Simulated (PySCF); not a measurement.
**Ni: electron affinity**

Ni⁻ [Ar] 3d9 4s2 (2D) → Ni [Ar] 3d8 4s2 (3F), as a difference of total energies. All numbers are calculated (PySCF 2.14, the non-relativistic Hamiltonian (point nucleus), in dyall-av2z (16s12p7d2f, 101 functions)). Correlated levels: valence: [Ar] frozen; virtual orbitals above 40 to 60 times the deepest correlated orbital energy dropped. The calculations carry no spin-orbit coupling.

| method | electron affinity (eV) | plus first-order spin-orbit estimate | difference from reference of that sum (eV) |
| --- | --- | --- | --- |
| UHF | -1.438 | -1.486 | -2.643 |
| LDA | 2.621 | 2.572 | +1.415 |
| PBE | 2.082 | 2.034 | +0.877 |
| PBE0 | 1.334 | 1.286 | +0.129 |
| r2SCAN | 1.295 | 1.247 | +0.090 |
| MN15 | 2.668 | 2.620 | +1.463 |
| PBEsol | 2.211 | 2.162 | +1.005 |
| BP86 | 2.218 | 2.169 | +1.012 |
| r2SCAN0 | 0.806 | 0.758 | -0.399 |
| MP2 (valence) | 1.402 | 1.354 | +0.197 |
| SCS-MP2 (valence) | 1.084 | 1.036 | -0.121 |

Reference: 1.157 eV (measured; photodetachment measurements, as compiled on the Wikipedia data page of electron affinities).

A first-order spin-orbit estimate (lowest level to lowest level, LS coupling) adds -0.048 eV.

These non-relativistic numbers lack the scalar-relativistic shift.

Errors of the correlated levels include the incompleteness of this basis and the frozen core.

A negative affinity means that the anion lies above the atom at that level of theory.

In the anion the highest occupied orbital energy is positive at LDA, PBE, PBE0, r2SCAN, PBEsol, BP86, r2SCAN0, a self-interaction effect; the basis confines that electron, and the energy difference can still be sensible.
